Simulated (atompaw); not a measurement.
# ruthenium (Ru) PAW (atompaw): all-electron and pseudo phase curves

ruthenium (Ru), PAW, made with atompaw 4.2.0.5 (PBE, scalar-relativistic). Core [Ar] 3d10, reference 4s2 4p6 4d6 5s2 5p0. Waves: 4s (bound): rc 1.35 bohr; 5s (bound): rc 2.35 bohr; 4p (bound): rc 1.30 bohr; 5p (bound, empty): rc 2.35 bohr; 4d (bound): rc 1.40 bohr; 4d channel at 1.55 Ry: rc 2.35 bohr. Local part: troulliermartins scheme with l = 3 at 1 Ry, radius 2.05 bohr. Core correction: smooth core density matched at 1.50 bohr. Augmentation charge: besselshape compensation charge, radius 1.75 bohr; PAW radius 2.35 bohr; waves and projectors: custom rrkj gramschmidtortho.

The phase is arctan(r·u′/u) with u = r·R(r), unwrapped; energies in Ry, scanned from -8 to 5 Ry. A pole is an energy at which the radial function vanishes at the test radius. The pseudo phase is shifted by a multiple of π to meet the all-electron one at the reference energy, and phase errors are pseudo minus all-electron; the curves can meet again beyond the range given. Levels narrower than the energy grid can be missing from the lists of poles.

For each channel, where are the poles, and over which energies does the pseudopotential scatter like the atom?

| channel | radius (bohr) | reference energy (Ry) | poles, all-electron | poles, pseudo | unbroken range about the reference energy with phases within 0.05 rad | phase error 1 Ry above the reference energy (rad) |
| --- | --- | --- | --- | --- | --- | --- |
| s | 2.35 | -0.38 | -5.81, 3.37 | -5.81, 2.67 | below 2.5 | -0.018 |
| p | 2.35 | -0.10 | -3.53, 4.83 | -3.53, 4.22 | below 4.8 | -0.018 |
| d | 2.35 | -0.56 | -0.03 | -0.03 | the whole range | -0.000 |

Phases in the s channel:

```tsv
E (Ry)	all-electron	pseudo
-8.00	1.402	1.401
-7.76	1.398	1.397
-7.52	1.394	1.393
-7.28	1.389	1.387
-7.04	1.383	1.381
-6.80	1.375	1.373
-6.56	1.364	1.362
-6.32	1.344	1.342
-6.08	1.282	1.279
-5.84	-1.485	-1.486
-5.60	-1.709	-1.711
-5.36	-1.741	-1.742
-5.12	-1.757	-1.758
-4.88	-1.768	-1.770
-4.64	-1.779	-1.781
-4.40	-1.788	-1.790
-4.16	-1.798	-1.801
-3.92	-1.809	-1.811
-3.68	-1.820	-1.823
-3.44	-1.833	-1.835
-3.20	-1.847	-1.849
-2.96	-1.862	-1.865
-2.72	-1.881	-1.883
-2.48	-1.902	-1.905
-2.24	-1.927	-1.930
-2.00	-1.957	-1.960
-1.76	-1.995	-1.998
-1.52	-2.043	-2.046
-1.28	-2.107	-2.109
-1.04	-2.193	-2.196
-0.80	-2.317	-2.318
-0.56	-2.501	-2.502
-0.32	-2.779	-2.779
-0.08	-3.164	-3.167
0.16	-3.579	-3.588
0.40	-3.910	-3.925
0.64	-4.135	-4.153
0.88	-4.284	-4.305
1.12	-4.386	-4.410
1.36	-4.460	-4.486
1.60	-4.516	-4.545
1.84	-4.559	-4.592
2.08	-4.594	-4.631
2.32	-4.623	-4.666
2.56	-4.648	-4.699
2.80	-4.670	-4.730
3.04	-4.689	-4.762
3.28	-4.706	-4.798
3.52	-4.722	-4.840
3.76	-4.737	-4.896
4.00	-4.752	-4.982
4.24	-4.766	-5.142
4.48	-4.779	-5.548
4.72	-4.793	-6.590
4.96	-4.807	-7.285
```
